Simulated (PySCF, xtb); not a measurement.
C3H8OSi, SMILES O[C@H]1C[C@H]1[SiH3].

GFN2-xTB (xtb) at its own geometry gives an orbital gap of 5.97 eV and a dipole moment of 1.89 D.

The structure is a stationary point at r2SCAN-D4/def2-SVP. The structure was generated by enumeration; whether it is a known compound was not checked. Other conformers were not sampled.

What does CAM-B3LYP/def2-TZVP in PySCF give? (The exact figures need the calculation; the answer reports its results.)

gap 10.89 eV (levels -9.11 and 1.78 eV), dipole 2.30 D.
